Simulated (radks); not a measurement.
Trend from Li to Ne: ionisation energy by Delta-SCF between NIST ground configurations, and size. All-electron calculation, scalar-relativistic Kohn-Sham, r2SCAN, spin-unpolarised, spherical densities, finite nucleus; meta-GGA in the generalised Kohn-Sham scheme; Fermi nuclear charge, rms radius of each element as measured or else 0.836 A^(1/3) + 0.57 fm. Program: a radial shooting solver on a logarithmic mesh with Libxc functionals.

[
 {"species": "Li", "configuration": "[He] 2s1", "configuration of the ion": "[He]", "IE (eV)": "5.005", "NIST (eV)": "5.392", "kind": "exp.", "-e(HOMO) (eV)": "2.851 (2s)", "outermost": "2s", "<r> outermost (bohr)": "4.00", "r at 0.001 e/bohr^3 (bohr)": "4.19"},
 {"species": "Be", "configuration": "[He] 2s2", "configuration of the ion": "[He] 2s1", "IE (eV)": "9.607", "NIST (eV)": "9.323", "kind": "exp.", "-e(HOMO) (eV)": "5.747 (2s)", "outermost": "2s", "<r> outermost (bohr)": "2.62", "r at 0.001 e/bohr^3 (bohr)": "4.15"},
 {"species": "B", "configuration": "[He] 2s2 2p1", "configuration of the ion": "[He] 2s2", "IE (eV)": "7.934", "NIST (eV)": "8.298", "kind": "exp.", "-e(HOMO) (eV)": "3.443 (2p)", "outermost": "2p", "<r> outermost (bohr)": "2.30", "r at 0.001 e/bohr^3 (bohr)": "3.91"},
 {"species": "C", "configuration": "[He] 2s2 2p2", "configuration of the ion": "[He] 2s2 2p1", "IE (eV)": "10.734", "NIST (eV)": "11.260", "kind": "exp.", "-e(HOMO) (eV)": "5.247 (2p)", "outermost": "2p", "<r> outermost (bohr)": "1.80", "r at 0.001 e/bohr^3 (bohr)": "3.67"},
 {"species": "N", "configuration": "[He] 2s2 2p3", "configuration of the ion": "[He] 2s2 2p2", "IE (eV)": "13.650", "NIST (eV)": "14.534", "kind": "exp.", "-e(HOMO) (eV)": "7.196 (2p)", "outermost": "2p", "<r> outermost (bohr)": "1.48", "r at 0.001 e/bohr^3 (bohr)": "3.45"},
 {"species": "O", "configuration": "[He] 2s2 2p4", "configuration of the ion": "[He] 2s2 2p3", "IE (eV)": "16.689", "NIST (eV)": "13.618", "kind": "exp.", "-e(HOMO) (eV)": "9.298 (2p)", "outermost": "2p", "<r> outermost (bohr)": "1.26", "r at 0.001 e/bohr^3 (bohr)": "3.26"},
 {"species": "F", "configuration": "[He] 2s2 2p5", "configuration of the ion": "[He] 2s2 2p4", "IE (eV)": "19.860", "NIST (eV)": "17.423", "kind": "exp.", "-e(HOMO) (eV)": "11.556 (2p)", "outermost": "2p", "<r> outermost (bohr)": "1.10", "r at 0.001 e/bohr^3 (bohr)": "3.09"},
 {"species": "Ne", "configuration": "[Ne]", "configuration of the ion": "[He] 2s2 2p5", "IE (eV)": "23.166", "NIST (eV)": "21.565", "kind": "exp.", "-e(HOMO) (eV)": "13.968 (2p)", "outermost": "2p", "<r> outermost (bohr)": "0.974", "r at 0.001 e/bohr^3 (bohr)": "2.94"}
]

Reference values: NIST Atomic Spectra Database (exp. = measured, semi-emp. = semi-empirical, theory = theoretical value adopted there). Spin polarisation and multiplet splitting are left out, so open shells lie too high by an amount that depends on their filling.

Beside tabulated values, note that spin-unpolarised runs miss the spin-polarisation part of the exchange energy of open shells.
